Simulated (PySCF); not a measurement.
SMILES C(/C=C\SC)C (C₅H₁₀S), singlet (GFN2-xTB optimised geometry):

```
16

C      1.441    -0.940     0.000
C     -0.087    -0.940     0.000
C     -0.631     0.451     0.000
C     -1.460     0.944    -0.910
S     -2.090     0.034    -2.281
C     -3.070     1.343    -3.074
H      1.823    -0.415     0.873
H      1.820    -1.959     0.016
H      1.818    -0.444    -0.892
H     -0.444    -1.464     0.892
H     -0.460    -1.471    -0.878
H     -0.302     1.094     0.806
H     -1.823     1.959    -0.869
H     -2.417     2.158    -3.374
H     -3.532     0.898    -3.950
H     -3.836     1.693    -2.388
```

Level of theory: B3LYP/def2-TZVP in PySCF.

Question: What are the frontier orbital energies and the dipole moment?

Answer: HOMO-2 -8.43 eV, HOMO-1 -8.25 eV, HOMO -5.66 eV, LUMO 0.15 eV, LUMO+1 0.60 eV; dipole moment 1.16 D.

Meta-Löwdin charges at B3LYP/def2-TZVP: C1 -0.32, C2 -0.18, C3 -0.13, C4 -0.23, S5 0.11, C6 -0.39, H7 0.10, H8 0.11, H9 0.11, H10 0.11, H11 0.11, H12 0.11, H13 0.12, H14 0.12, H15 0.14, H16 0.12.
